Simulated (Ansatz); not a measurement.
`N#CCBr` and `N#CC[SiH3]` differ in one atom or group.

Ansatz, PBE0-D4/def2-TZVP geometries, multiplicity 1. 

Scalar relativity is left out up to krypton.

```csv
property,`N#CCBr`
HOMO energy (ωB97M-V/def2-TZVPP) / eV,-11.01
HOMO–LUMO gap (PBE0/def2-TZVPP) / eV,7.28
HOMO–LUMO gap (PBE/def2-TZVPP) / eV,4.94
LUMO energy (PBE0/def2-TZVPP) / eV,-1.46
HOMO–LUMO gap (ωB97M-V/def2-TZVPP) / eV,11.68
LUMO energy (PBE/def2-TZVPP) / eV,-2.47
```

Problem. Give the same properties after the change, and the shifts. (Best estimate.)

Solution. Computed: 
| property | `N#CC[SiH3]` | shift |
| --- | --- | --- |
| HOMO energy (ωB97M-V/def2-TZVPP) / eV | -11.19 | -0.18 |
| HOMO–LUMO gap (PBE0/def2-TZVPP) / eV | 8.94 | 1.66 |
| HOMO–LUMO gap (PBE/def2-TZVPP) / eV | 6.84 | 1.90 |
| LUMO energy (PBE0/def2-TZVPP) / eV | -0.01 | 1.45 |
| HOMO–LUMO gap (ωB97M-V/def2-TZVPP) / eV | 12.71 | 1.03 |
| LUMO energy (PBE/def2-TZVPP) / eV | -0.82 | 1.65 |

With PBE0 the HOMO falls by 0.21 eV and the LUMO rises by 1.45 eV, so the gap widens by about 1.66 eV. PBE moves the HOMO by -0.25 eV and ωB97M-V by -0.18 eV. The zero-point energy changes by 63.6 kJ/mol with +9 modes.

Spin–orbit coupling is left out; it splits and shifts lone-pair levels of the heavy atoms by tenths of an eV.
